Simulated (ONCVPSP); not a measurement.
**What one change does to a pseudopotential (Sn (Z = 50), ONCV)**

| Item | Value |
| --- | --- |
| Element | tin |
| Generator | ONCVPSP 4.0.1 |
| Type | optimised norm-conserving Vanderbilt (ONCV) |
| Functional | LDA (Perdew-Zunger) |
| Relativity | scalar-relativistic |
| Frozen core | [Kr] |
| Valence charge | 14 |
| Reference configuration | 4d10 5s2 5p1 (charge +1) |
| Partial waves | 5s: rc 1.65 bohr, ncon 3, nbas 6, qcut 3.4 1/bohr, 2 projectors, debl 2.7 Ha; 5p: rc 2.55 bohr, ncon 3, nbas 8, qcut 3 1/bohr, 2 projectors, debl 3.7 Ha; 4d: rc 1.20 bohr, ncon 4, nbas 8, qcut 13.2 1/bohr, 2 projectors, debl 2.9 Ha; f scattering state at 0.03 Ha: rc 2.15 bohr, ncon 4, nbas 7, qcut 5.7 1/bohr, 1 projector |
| Local potential | polynomial inside 1.00 bohr (lpopt 1, dvloc0 0 Ha) |
| Core correction | Teter function, fcfact 2.5, rcfact 1.65 |

All-electron outer shells of the reference configuration (LDA (Perdew-Zunger), scalar-relativistic, ld1.x):

```json
{"shell": "4s", "level (eV)": "-141.71", "outermost node (bohr)": "0.40", "outermost maximum (bohr)": "0.74"}
{"shell": "4p", "level (eV)": "-97.62", "outermost node (bohr)": "0.41", "outermost maximum (bohr)": "0.79"}
{"shell": "4d", "level (eV)": "-33.93", "outermost node (bohr)": "0.39", "outermost maximum (bohr)": "0.88"}
{"shell": "5s", "level (eV)": "-18.16", "outermost node (bohr)": "0.98", "outermost maximum (bohr)": "1.97"}
{"shell": "5p", "level (eV)": "-10.53", "outermost node (bohr)": "1.08", "outermost maximum (bohr)": "2.40"}
```

Change: d: qcut 7.7.

Cutoffs: the cutoffs (Ha) at which the residual kinetic energy of the hardest occupied pseudo-wave falls to 1 and 0.1 mHa per electron; they do not see the model core or the augmentation charge, which bear on the density cutoff. Errors are all-electron minus pseudo energies relative to the spin-unpolarised reference configuration.

Problem. Predict the effect on cutoff, ghosts and configuration errors.

Solution. The potential gets harder (49 Ha and 59 Ha → 128 Ha and 163 Ha); both files keep a bound ghost (s); the errors of the 4 common tests hardly move.

| quantity | base | changed |
| --- | --- | --- |
| cutoff, loose | 49 Ha | 128 Ha |
| cutoff, tight | 59 Ha | 163 Ha |
| loose cutoff by channel | s 7.0 Ha, p 3.4 Ha, d 49 Ha | s 7.0 Ha, p 3.4 Ha, d 128 Ha |
| bound ghosts | s | s |
| GHOST(+) flags under 300 eV | p at 38.9 eV | p at 38.9 eV |
| error for 4d10 5s2 5p2, meV [ΔE -7.10 eV] | +0.2 | +0.3 |
| error for 4d10 5s2 5p0, meV [ΔE 14.26 eV] | -8.8 | -8.3 |
| error for 4d10 5s1 5p0, meV [ΔE 45.71 eV] | -41 | -35 |
| error for 4d10 5s1 5p3, meV [ΔE -0.02 eV] | +0.5 | +0.7 |
| s: phases at 1.68 bohr within 0.05 rad from the reference energy up to (Ha; the scan ends near 5) | 4.7 | 4.7 |
| p: phases at 2.60 bohr within 0.05 rad from the reference energy up to (Ha; the scan ends near 5) | 1.1 | 1.1 |
| d: phases at 1.22 bohr within 0.05 rad from the reference energy up to (Ha; the scan ends near 5) | to the end of the scan | to the end of the scan |
| f: phases at 2.18 bohr within 0.05 rad from the reference energy up to (Ha; the scan ends near 5) | 1.2 | 1.2 |
| rms error of d²Exc/dni dnj with the model core, mHa | 0.94 | 0.98 |

 A true bound ghost makes a file unfit for plane-wave use even where its test errors are small: the radial tests pick states by their node count and pass the ghost by.
